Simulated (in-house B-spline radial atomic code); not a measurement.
## Neutral copper: [Ar] 3d10 4s1

Level of theory: non-relativistic Hartree-Fock with fractional occupations, spin-polarised, spherical fractional occupations, point nucleus; calculated with a radial B-spline atomic code at the basis-set limit.

Effective charges: Z_r = [3n² - l(l+1)]/(2<r>) from the radius, Z_e = n√(-2ε) from the energy, and Slater's rules. Values are occupation-weighted means over spin.

```json
{"shell": "1s", "electrons": "2", "ε (eV)": "-8946.9", "<r> (bohr)": "0.05288", "Z_r": "28.37", "Z_e": "25.64", "Slater": "28.70"}
{"shell": "2s", "electrons": "2", "ε (eV)": "-1110.7", "<r> (bohr)": "0.2375", "Z_r": "25.26", "Z_e": "18.07", "Slater": "24.85"}
{"shell": "2p", "electrons": "6", "ε (eV)": "-969.22", "<r> (bohr)": "0.2075", "Z_r": "24.09", "Z_e": "16.88", "Slater": "24.85"}
{"shell": "3s", "electrons": "2", "ε (eV)": "-136.38", "<r> (bohr)": "0.7227", "Z_r": "18.68", "Z_e": "9.50", "Slater": "17.75"}
{"shell": "3p", "electrons": "6", "ε (eV)": "-90.473", "<r> (bohr)": "0.7575", "Z_r": "16.50", "Z_e": "7.74", "Slater": "17.75"}
{"shell": "3d", "electrons": "10", "ε (eV)": "-13.366", "<r> (bohr)": "0.9914", "Z_r": "10.59", "Z_e": "2.97", "Slater": "7.85"}
{"shell": "4s", "electrons": "1", "ε (eV)": "-6.5206", "<r> (bohr)": "3.323", "Z_r": "7.22", "Z_e": "2.77", "Slater": "3.70"}
```

The least bound orbital is 4s up at -6.521 eV, and it is also the most diffuse (<r> = 3.323 bohr).
